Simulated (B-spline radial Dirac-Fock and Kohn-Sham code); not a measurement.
Binding energies of S⁺ in different valence configurations

Method: relaxed Dirac-Fock hole states (ΔSCF) with Breit and QED corrections and a finite nucleus. Computed with a B-spline atomic structure program. Correlation energy is missing from these numbers.

Reference: the tabulated ground configuration [Ne] 3s2 3p3, with 3s 33.23 eV, 3p 21.32 eV.

Shifts from the reference in eV.

```
configuration  average energy     3s     3p
 [Ne] 3s1 3p4          +12.24  +2.50  -0.33
```
